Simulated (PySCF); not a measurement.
Sb4. Atoms are numbered in the order given.

```xyz
4

Sb     1.0134    -1.0134     1.0134
Sb    -1.0134    -1.0134    -1.0134
Sb    -1.0134     1.0134     1.0134
Sb     1.0134     1.0134    -1.0134
```
Charge 0, spin multiplicity 1.

Geometry: B3LYP-D3(BJ)/def2-SVP. The def2 effective core potentials stand for the cores of Sb; spin–orbit coupling is left out.

Level of theory: C-PCM-ωB97X/def2-SVP run with PySCF 2.14.0.

The values are the electrostatic part of the solvation free energy, E(continuum) − E(gas) at the gas-phase geometry, in a cavity of scaled van der Waals radii (PySCF's table); cavitation and dispersion terms are not included. A continuum can't describe solvent molecules that bind to the metal. In vacuum the orbital gap is 8.26 eV. The dipole moment in vacuum is 0.00 D.

Computed values in water (ε = 78.36), chloroform (ε = 4.71), tetrahydrofuran (ε = 7.43):
```tsv
solvent	ε	ΔG(elec) (kcal/mol)	dipole (D)	gap (eV)
water	78.36	-0.4	0.00	8.28
chloroform	4.71	-0.3	0.00	8.27
tetrahydrofuran	7.43	-0.3	0.00	8.27
```
